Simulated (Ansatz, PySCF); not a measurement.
C3H8O2, charge +1, doublet, geometry from GFN2-xTB (a state made from the parent by changing its charge; the spin is typed, not shown lowest), atoms displaced at random by about 0.03 Å a coordinate. Base run: R2SCAN/STO-3G, gradient run with PySCF.

The PySCF input:
```python
from pyscf import gto, scf, dft

mol = gto.M(
    atom='''
C     1.78236657    0.12393987    0.41400500
C     0.46051956    0.41554330   -0.11902218
O    -0.26390174    1.35083422    0.56407577
C    -0.43315084   -1.05564946   -0.15510489
O    -1.59386361   -0.84222554   -0.85501507
H     2.37538668    0.99422641    0.30434765
H     1.83803795   -0.18867913    1.39548574
H     2.23856907   -0.67761573   -0.15142111
H     0.39871359    0.67544490   -1.21779651
H     0.07708607    1.46821271    1.37835275
H     0.15223951   -1.72223377   -0.64529005
H    -0.62988812   -1.21541938    0.91338309
H    -2.31341407   -0.45350173   -0.36059609
''',
    basis='sto-3g',
    charge=1,
    spin=1,
    verbose=4,
)

mf = dft.UKS(mol)
mf.xc = 'r2scan'
mf.kernel()
g = mf.nuc_grad_method()
grad = g.kernel()
```

Programs used: Ansatz (a quantum-chemistry and plane-wave program), PySCF; a row that names a program was run with it.

The coordinate followed is y of atom 2.

Each row names what was changed in the base input (with any setting that the change needs).

```
change                                                  dE/dx (Eh/bohr)  net force (Eh/bohr)
------------------------------------------------------  ---------------  -------------------
base                                                           0.012451             0.003903
conv_tol = 1e-4                                                0.012644             0.003904
grids.level = 0; grid_response = off                           0.007561             0.078099
finite difference step (bohr) = 0.2; conv_tol = 1e-11          0.013022                    -
finite difference step (bohr) = 0.01; conv_tol = 1e-11         0.012840                    -
conv_tol = 1e-11                                               0.012452             0.003903
grids.level = 5; grid_response = off                           0.012843             0.001399
code = ansatz                                                  0.012829             0.000000
finite difference step (bohr) = 1e-3; conv_tol = 1e-11         0.012840                    -
finite difference step (bohr) = 1e-4; conv_tol = 1e-11         0.012840                    -
grids.level = 1; grid_response = on                            0.012725             0.000000
grids.level = 5; grid_response = on                            0.012829             0.000000
```

The net force is zero for an exact gradient.

Open shells are given as the SCF converged; they aren't shown to be the lowest states, and a large step between rows can be another state.
